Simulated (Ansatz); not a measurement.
A nudged elastic band was laid between two geometries of C3H6ClFOSi (13 atoms, charge 0, multiplicity 1).

All numbers below come from RKS BLYP-D4/6-31G in Ansatz 0.2.0.

```yaml
movable_images: 7
climbing_image: yes
spring: 5.0 eV/Å²
optimiser: quadratic models (default)
start_path: through a guess of the saddle point
force_threshold: 0.05 eV/Å
iteration_limit: 47
end_points: relaxed
```

First end point:

```xyz
13
Properties=species:S:1:pos:R:3
C 0.399 -1.474 1.492
C -0.350 -0.544 0.516
C 0.553 0.416 -0.232
O 1.796 0.478 -0.107
Si -0.253 1.659 -1.534
F -1.602 2.462 -0.842
Cl -0.986 0.460 -3.237
H 1.139 -2.090 0.957
H -0.309 -2.144 2.005
H 0.941 -0.890 2.253
H -1.118 0.066 1.035
H -0.914 -1.119 -0.247
H 0.722 2.686 -2.046
```

Last end point:

```xyz
13
Properties=species:S:1:pos:R:3
C 0.405 -1.488 1.477
C -0.337 -0.605 0.454
C 0.524 0.481 -0.159
O 1.735 0.668 0.097
Si -0.281 1.692 -1.490
F -1.788 2.287 -0.927
Cl -0.661 0.516 -3.320
H -0.271 -2.254 1.886
H 0.791 -0.883 2.312
H 1.264 -1.993 1.009
H -1.222 -0.107 0.903
H -0.746 -1.204 -0.385
H 0.607 2.856 -1.843
```

Q: Which bonds break or form, and what moves?

A: No bond is made or broken. The dihedral H9–C1–C2–C3 goes from 180 to 60°. The two ends are copies of one structure, up to a mirror image or an exchange of like atoms.

Q: What energy profile does the band end with?

A: The run converged. The highest image is number 6 of 0 to 8, 2.0 kcal/mol above the ends, which have the same energy within 2 meV. The profile has 2 maxima (images 2, 6) with wells between them (image 4): this band takes more than one step, which may be the mechanism or a detour left from its start path. A vibrational analysis at the climbing image gives one clearly imaginary mode, 175i cm⁻¹: a first-order saddle point. Limits of this set-up: no polarisation functions.

```csv
image,path coordinate (Å),energy (kcal/mol),dihedral H9–C1–C2–C3 (°)
0,0.00,0.0,180
1,0.88,0.9,-152
2,1.76,1.9,-119
3,2.63,0.8,-86
4,3.51,0.1,-61
5,4.39,1.0,-30
6,5.27,2.0,2
7,6.24,0.7,37
8,7.22,0.0,60
```

Q: What is the geometry of the highest image?

A: 
```xyz
13
Properties=species:S:1:pos:R:3
C 0.400 -1.484 1.497
C -0.346 -0.536 0.523
C 0.557 0.410 -0.249
O 1.804 0.458 -0.164
Si -0.274 1.663 -1.518
F -1.755 2.245 -0.879
Cl -0.724 0.541 -3.361
H 0.046 -1.353 2.531
H 1.483 -1.275 1.478
H 0.255 -2.540 1.221
H -1.095 0.097 1.041
H -0.935 -1.092 -0.234
H 0.606 2.832 -1.872
```

Time of the run: 14 min on 1 thread of Arm Neoverse V1, with other jobs on the host, peak memory 0.15 GiB.
